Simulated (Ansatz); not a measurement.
Isolated molecules relaxed with PBE0-D4/def2-TZVP in Ansatz; ΔE leaves out vibrations. CCSD(T)/CBS adds triple-zeta CCSD(T) − MP2 to the extrapolated MP2 energy (def2 sets, frozen cores). DFT in def2-TZVPP. B3LYP here is the variant with VWN-RPA as its local correlation; programs differ in this. For Ge outer-core shells are correlated without core-valence functions, which leaves a few kJ/mol of doubt a bond. Scalar relativity is left out up to krypton. Each species was taken in one conformer, which may not be the lowest.

`B[SiH2][GeH3]` + `CCO[SiH](C)F` → `B[SiH2]OCC` + `C[SiH](F)[GeH3]`  (redistribution)

```json
{"level": "r2SCAN-D4", "ΔE (kJ/mol)": "55.1"}
{"level": "r2SCAN", "ΔE (kJ/mol)": "54.9"}
{"level": "B3LYP", "ΔE (kJ/mol)": "49.2"}
{"level": "HF/def2-TZVPP", "ΔE (kJ/mol)": "47.1"}
{"level": "CCSD(T)/def2-TZVPP", "ΔE (kJ/mol)": "53.4"}
{"level": "MP2/def2-QZVPP", "ΔE (kJ/mol)": "53.1"}
{"level": "SCS-MP2/def2-QZVPP", "ΔE (kJ/mol)": "49.7"}
{"level": "HF/CBS(def2)", "ΔE (kJ/mol)": "46.8"}
```

Question: What does CCSD(T)/CBS give? (An estimate is asked.)

Answer: Computed: +52.0 kJ/mol. The listed levels differ from it by 3.1, 2.9, -2.8, -4.9, 1.4, 1.1, -2.3, -5.2 kJ/mol.

Largest T1 diagnostic among the species: 0.013.

In def2-TZVPP, CCSD(T) changes the Hartree–Fock value by +6.2 kJ/mol (the triples alone add +1.3 kJ/mol) and MP2 by +6.8 kJ/mol.
